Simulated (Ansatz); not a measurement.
A calculation with Ansatz (development build ahead of 0.2.0).

```yaml
crystal:
  periodic: [false, false, false]
  atoms:
    - { symbol: Nd, position_ang: [0.0, 0.0, 0.0] }
basis:
  gaussian: { orbitals: def2-SVP }
total_charge: 3
magnetization:
  initial_magnetization: 3
hamiltonian:
  xc: pbe0
scf:
  omitted_lower_state_checks: [starts, atomic_configurations, cluster_reference, orbital_swaps, given_window_search, neighbouring_geometries, increment]
output:
  forces: true
```

The input is written out in the form of the current development build from the run's settings. The basis set brings a core potential for Nd, so the total leaves out those core electrons.

Results

```yaml
Converged: yes
Total_energy: -559.81755 hartree
Spin_squared_of_the_determinant: 3.750
Stability_test: minimum among restricted orbitals
```

Forces (eV/Å):
```json
{"atom": "Nd1", "Fx": "0.000", "Fy": "0.000", "Fz": "0.000"}
```

Caution: no unrestricted run beside it, a lower state can exist.
